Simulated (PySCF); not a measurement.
## Working out the electron affinity of Te

Te⁻ [Kr] 4d10 5s2 5p5 (2P) → Te [Kr] 4d10 5s2 5p4 (3P). Calculation: PySCF 2.14, in aug-cc-pwCVTZ-PP with ECP28MDF; scalar relativity through the core potential. Frozen: 4s2 4p6 4d10. Energies in hartree (1 hartree = 27.21139 eV):

```
            part  Te⁻ (lower)   Te (upper)
             UHF  -267.045586  -267.006858
CCSD correlation    -0.136228    -0.106893
             (T)    -0.006112    -0.003711
```

Problem. What does Hartree-Fock give?

Solution. (-267.006858) − (-267.045586) = 0.038728 hartree = 1.054 eV.

Problem. What do CCSD and CCSD(T) give?

Solution. The CCSD correlation energies differ by 0.029335 hartree = 0.798 eV and the triples by 0.002401 hartree = 0.065 eV, so CCSD gives 1.852 eV and CCSD(T) 1.917 eV.

Reference: 1.971 eV (measured; photodetachment measurements, as compiled on the Wikipedia data page of electron affinities), between the lowest levels; spin-orbit coupling is absent from the calculation.

What remains against the reference includes basis incompleteness, the frozen core and higher excitations.
